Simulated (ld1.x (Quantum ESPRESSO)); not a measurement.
Before and after: TM potential for Cd (Z = 48)

| Property | Result |
| --- | --- |
| Element | cadmium (Cd) |
| Generator | ld1.x (Quantum ESPRESSO) 7.5 |
| Type | norm-conserving Troullier–Martins (Kleinman–Bylander form) |
| Functional | PBE |
| Relativity | scalar-relativistic |
| Frozen core | [Ar] 3d10 4s2 |
| Valence charge | 18 |
| Reference configuration | 4p6 4d10 5s1.75 5p0.25 |
| Partial waves | 5s (bound): rc 1.65 bohr; 4p (bound): rc 1.45 bohr; 4d (bound): rc 1.35 bohr |
| Local potential | all-electron potential smoothed inside 1.20 bohr (lloc = -1) |
| Core correction | none |

Occupied shells without a wave of their own: 5p. They enter only through the test configuration that unscreens the potential.

All-electron outer shells of the reference configuration (PBE, scalar-relativistic, ld1.x):

| shell | level (eV) | outermost node (bohr) | outermost maximum (bohr) |
| --- | --- | --- | --- |
| 3d | -394.17 | – | 0.27 |
| 4s | -106.46 | 0.43 | 0.79 |
| 4p | -67.51 | 0.43 | 0.84 |
| 4d | -12.26 | 0.42 | 0.98 |
| 5s | -6.02 | 1.06 | 2.32 |
| 5p | -1.45 | 1.20 | 3.29 |

Change: core correction a·sin(br)/r model core inside 1.50 bohr (5p counted twice).

Cutoffs: the cutoffs (Ry, on a coarse ladder) from which the occupation-weighted sum of valence levels, in a spherical-Bessel basis at the reference potential, stays within 10 and 1 mRy of its value at 400 Ry; they do not see the model core or the augmentation charge, which bear on the density cutoff. Errors are all-electron minus pseudo energies relative to the spin-unpolarised reference configuration.

**Question.** How do hardness, ghosts and transferability respond?

**Answer.** The potential gets neither clearly harder nor softer (80 Ry and 140 Ry → 80 Ry and 140 Ry); both files keep a bound ghost (s); of the 7 tests that both files solve, the error grows in 3 and shrinks in 1 by more than 15 % and 0.3 meV (median size 44.3 → 95.9 meV). In the changed file ld1.x takes every shell without a wave as core, so the model core holds the 5p electrons as well and exchange and correlation see them twice. This cancels in the reference configuration, but the file is broken for other ones, and its errors say nothing about a proper core correction. A model core, the more so a compact one, raises the density cutoff, which this test does not measure.

| quantity | base | changed |
| --- | --- | --- |
| cutoff, loose | 80 Ry | 80 Ry |
| cutoff, tight | 140 Ry | 140 Ry |
| bound ghosts | s | s |
| error for 4p6 4d10 5s2 5p0, meV [ΔE -1.13 eV] | -9.8 | -11 |
| error for 4p6 4d10 5s1 5p0, meV [ΔE 8.14 eV] | -24 | -45 |
| error for 4p6 4d10 5s0 5p0, meV [ΔE 25.27 eV] | -44 | -123 |
| error for 4p5 4d10 5s2 5p0, meV [ΔE 73.07 eV] | -93 | -106 |
| error for 4p6 4d8 5s0 5p0, meV [ΔE 117.34 eV] | -41 | -220 |
| error for 4p6 4d10 5s0 5p2, meV [ΔE 8.54 eV] | +102 | +96 |
| error for 4p6 4d10 5s0 5p1, meV [ΔE 13.92 eV] | +60 | +47 |
| s: phases at 1.79 bohr within 0.05 rad from the reference energy up to (Ry; the scan ends near 5) | 0.5 | 0.5 |
| p: phases at 1.79 bohr within 0.05 rad from the reference energy up to (Ry; the scan ends near 5) | 1.3 | 1.3 |
| d: phases at 1.79 bohr within 0.05 rad from the reference energy up to (Ry; the scan ends near 5) | to the end of the scan | to the end of the scan |

 A true bound ghost makes a file unfit for plane-wave use even where its test errors are small: the radial tests pick states by their node count and pass the ghost by.
